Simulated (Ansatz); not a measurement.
`C[O][Ge]([O]C)([O]C)[Se]C` and `C[O][Ge]([OH])([O]C)[O]C` differ in one atom or group.

Ansatz, PBE0-D4/def2-TZVP geometries, multiplicity 1. Each molecule was computed in one conformer, which needn't be the lowest.

Scalar relativity is left out up to krypton.

| property | `C[O][Ge]([O]C)([O]C)[Se]C` |
| --- | --- |
| size of the dipole moment (B3LYP/def2-TZVPP) / D | 0.52 |
| HOMO energy (ωB97M-V/def2-TZVPP) / eV | -9.06 |
| HOMO–LUMO gap (B3LYP/def2-TZVPP) / eV | 6.02 |
| size of the dipole moment (PBE/def2-TZVPP) / D | 0.54 |
| HOMO–LUMO gap (PBE0/def2-TZVPP) / eV | 6.54 |
| LUMO energy (PBE0/def2-TZVPP) / eV | -0.33 |

Give the same properties after the change, and the shifts. (Estimate.)

Ansatz gave: 
```tsv
property	`C[O][Ge]([OH])([O]C)[O]C`	shift
size of the dipole moment (B3LYP/def2-TZVPP) / D	0.24	-0.28
HOMO energy (ωB97M-V/def2-TZVPP) / eV	-10.57	-1.51
HOMO–LUMO gap (B3LYP/def2-TZVPP) / eV	7.57	1.55
size of the dipole moment (PBE/def2-TZVPP) / D	0.23	-0.31
HOMO–LUMO gap (PBE0/def2-TZVPP) / eV	8.17	1.63
LUMO energy (PBE0/def2-TZVPP) / eV	0.04	0.37
```

With PBE0 the HOMO falls by 1.27 eV and the LUMO rises by 0.37 eV, so the gap widens by about 1.64 eV. PBE moves the HOMO by -0.80 eV and ωB97M-V by -1.51 eV. Dipoles are sizes alone; their direction can turn.

B3LYP here is the variant with VWN-RPA as its local correlation; programs differ in this.

Spin–orbit coupling is left out; it splits and shifts lone-pair levels of the heavy atoms by tenths of an eV.
